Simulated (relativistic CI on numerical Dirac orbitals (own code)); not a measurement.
## Slater and spin-orbit integrals, Pd³⁶⁺

These numbers are calculated, not measured: Dirac-Coulomb-Breit CI, orbitals from a KLI potential per configuration, model QED (radiative potential, 1s self-energy scaled to tabulated hydrogen-like ionisation energies), unscaled Slater integrals (own radial code, finite nucleus).

Slater integrals F^k, G^k are unscaled and averaged over j, outside the closed core 1s2; ζ comes from projecting the Hamiltonian with its Breit term on Σ l·s of the shell.

- 2s²2p⁵3s: ζ(2p) = 879750, G^1(2p,3s) = 83434 cm⁻¹; <r>(2p) = 0.1166, <r^2>(2p) = 0.01651, <r>(3s) = 0.3224, <r^2>(3s) = 0.1183 (bohr units).
- 2s²2p⁵3p: ζ(2p) = 879290, F^2(2p,3p) = 218430, G^0(2p,3p) = 86362, G^2(2p,3p) = 95399, ζ(3p) = 228730 cm⁻¹; <r>(2p) = 0.1167, <r^2>(2p) = 0.01653, <r>(3p) = 0.3106, <r^2>(3p) = 0.1113 (bohr units).
- 2s²2p⁵3d: ζ(2p) = 880170, F^2(2p,3d) = 289550, G^1(2p,3d) = 274540, G^3(2p,3d) = 158840, ζ(3d) = 30988 cm⁻¹; <r>(2p) = 0.1167, <r^2>(2p) = 0.01654, <r>(3d) = 0.2717, <r^2>(3d) = 0.08488 (bohr units).

Averages of the first 10 configurations, taken without configuration mixing, which lowers the lowest level and can move excited configurations by several eV; other configurations of the list can lie among them:

| Configuration | Parity | States | Average energy above the lowest level (eV) |
| --- | --- | --- | --- |
| 2s²2p⁶ | even | 1 | 0.1 |
| 2s²2p⁵3s | odd | 12 | 2988.5 |
| 2s²2p⁵3p | even | 36 | 3092.2 |
| 2s²2p⁵3d | odd | 60 | 3205.8 |
| 2s2p⁶3s | even | 4 | 3351.5 |
| 2s2p⁶3p | odd | 12 | 3452.4 |
| 2s2p⁶3d | even | 20 | 3565.8 |
| 2s²2p⁵4s | odd | 12 | 4056.2 |
| 2s²2p⁵4p | even | 36 | 4098.7 |
| 2s²2p⁵4d | odd | 60 | 4142.5 |
